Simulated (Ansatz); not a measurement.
ClH3S3Ti (`[SH][Ti]([SH])([SH])[Cl]`). The species carries charge 0 and has multiplicity 1. Correlated methods include outer-core shells of Ti, which these sets cover unevenly. Scalar relativity is left out up to krypton.

```xyz
8

S    -0.0575    2.1375   -0.0537
Ti   -0.6069   -0.0456    0.2623
S    -0.5433   -1.1196   -1.7402
S     0.9167   -0.9951    1.6569
Cl   -2.5979   -0.1945    1.1231
H     0.4618    1.8637   -1.2655
H     0.6500   -1.6682   -1.4432
H     1.7771    0.0218    1.4602
```

(1) Give the diagnostics of a CCSD(T)/def2-TZVPP run (frozen core, Ansatz 0.2.0). (An estimate is asked.)

## Answers

(1) The calculation gave: T1 = 0.0285, largest single amplitude 0.067, largest double 0.026, (T) share of the correlation energy 6.2 %, 15 CCSD cycles. The RHF solution is stable towards an unrestricted one. T1 lies over the customary mark of 0.02 for closed shells; compounds of d metals often pass it without a breakdown.
